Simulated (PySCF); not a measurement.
C₂H₁₃NSi₃, SMILES C[Si@H](C[SiH3])[SiH2]N.

Coordinates come from a B3LYP-D3(BJ)/def2-SVP optimisation. The structure was generated by enumeration; whether it is a known compound was not checked. One conformer was computed; it need not be the lowest.

All values below come from B3LYP-D3(BJ)/def2-SVP run with PySCF 2.14.0.

Frequencies are harmonic and unscaled.

```
mode  ν (cm⁻¹)  IR (km/mol)  moving atoms (share of kinetic energy)
----  --------  -----------  --------------------------------------
1           39          0.7         H 40 %, N 29 %, Si 19 %, C 12 %
2           55          0.6                 Si 51 %, H 28 %, N 13 %
3           88          0.2         H 39 %, Si 24 %, C 21 %, N 16 %
4          118          0.4         H 32 %, Si 27 %, C 25 %, N 15 %
5          128          1.2                 H 65 %, C 18 %, Si 10 %
6          151          2.6                         H 80 %, Si 11 %
7          184          1.4                 H 50 %, Si 31 %, C 16 %
8          193          2.1                 H 68 %, Si 15 %, C 12 %
9          229          6.3                 Si 40 %, H 38 %, C 21 %
10         256         14.0         H 50 %, Si 23 %, N 15 %, C 12 %
11         411         15.4                         Si 64 %, H 27 %
12         429        147.0                          H 78 %, N 16 %
13         479         25.8                          H 88 %, Si 8 %
14         500         13.3                         H 81 %, Si 16 %
15         548          0.8                 H 50 %, Si 31 %, C 19 %
16         634         17.2                          H 85 %, C 11 %
17         677          5.8                                  H 88 %
18         686         22.6                 H 56 %, C 26 %, Si 17 %
19         695          5.8                 H 55 %, C 29 %, Si 16 %
20         716         61.3                 H 67 %, C 17 %, Si 15 %
21         754         70.0                 C 41 %, H 34 %, Si 24 %
22         785         88.5                   H 76 %, N 10 %, C 9 %
23         804         54.1         H 56 %, C 18 %, N 14 %, Si 12 %
24         827        281.8         H 42 %, N 23 %, Si 23 %, C 11 %
25         854         74.0          H 62 %, Si 16 %, N 13 %, C 9 %
26         891        124.2                          H 81 %, C 12 %
27         929         86.8                         H 76 %, Si 14 %
28         947        146.5                                  H 91 %
29         956         97.8                                  H 96 %
30         960         36.1                                  H 97 %
31         976        101.0                                  H 95 %
32        1021          3.7                                  H 95 %
33        1070         72.6                          H 62 %, C 35 %
34        1263         11.4                          H 79 %, C 20 %
35        1382          6.1                           H 92 %, C 8 %
36        1437          2.9                                  H 96 %
37        1440          5.2                                  H 96 %
38        1551         33.5                          H 90 %, N 10 %
39        2120        155.7                                  H 97 %
40        2189         78.6                                  H 97 %
41        2208         65.9                                  H 97 %
42        2211        148.1                                  H 97 %
43        2216        126.4                                  H 97 %
44        2221        132.5                                  H 97 %
45        3024          7.0                                  H 97 %
46        3030          3.2                                  H 95 %
47        3088          1.5                           H 91 %, C 9 %
48        3116          5.8                           H 91 %, C 9 %
49        3118          6.5                           H 91 %, C 9 %
50        3551         15.4                                  H 96 %
51        3640         18.1                           H 91 %, N 9 %
```
